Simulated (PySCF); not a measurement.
PySCF 2.14 output of an unrestricted PBE calculation on a single atom or ion in aug-cc-pVTZ with one added diffuse shell each of s, p, d, f, g type (9s8p6d4f3g, 118 functions), with no relativity, point nucleus:

```
SCF conv_tol = 1e-09
number electrons alpha = 15  beta = 11
    J. P. Perdew, K. Burke, and M. Ernzerhof.,  Phys. Rev. Lett. 77, 3865 (1996)
    J. P. Perdew, K. Burke, and M. Ernzerhof.,  Phys. Rev. Lett. 78, 1396 (1997)
    J. P. Perdew, K. Burke, and M. Ernzerhof.,  Phys. Rev. Lett. 77, 3865 (1996)
    J. P. Perdew, K. Burke, and M. Ernzerhof.,  Phys. Rev. Lett. 78, 1396 (1997)
cycle= 1 E= -1263.42860141912  delta_E= -0.0194  |g|= 0.15  |ddm|= 1.24
cycle= 2 E= -1263.41760895549  delta_E= 0.011  |g|= 0.283  |ddm|= 0.511
cycle= 3 E= -1263.43342446015  delta_E= -0.0158  |g|= 0.00749  |ddm|= 0.363
cycle= 4 E= -1263.43343886357  delta_E= -1.44e-05  |g|= 0.000848  |ddm|= 0.0131
cycle= 5 E= -1263.43343905487  delta_E= -1.91e-07  |g|= 0.000165  |ddm|= 0.00177
cycle= 6 E= -1263.43343905941  delta_E= -4.54e-09  |g|= 5.82e-05  |ddm|= 0.00059
cycle= 7 E= -1263.43343906042  delta_E= -1.01e-09  |g|= 5.53e-06  |ddm|= 7.33e-05
cycle= 8 E= -1263.43343906043  delta_E= -4.09e-12  |g|= 4.99e-07  |ddm|= 2.07e-05
converged SCF energy = -1263.43343906043  <S^2> = 6.0095816  2S+1 = 5.0038312
```

The run itself started from symmetry-adapted Hartree-Fock orbitals and held the occupation by maximum overlap, on a logarithmic radial grid, so the iterations belong to that start.

Which element, charge and spin multiplicity is this?

Fe (iron, neutral), multiplicity 5; the state was [Ar] 3d6 4s2, high-spin 5D determinant.
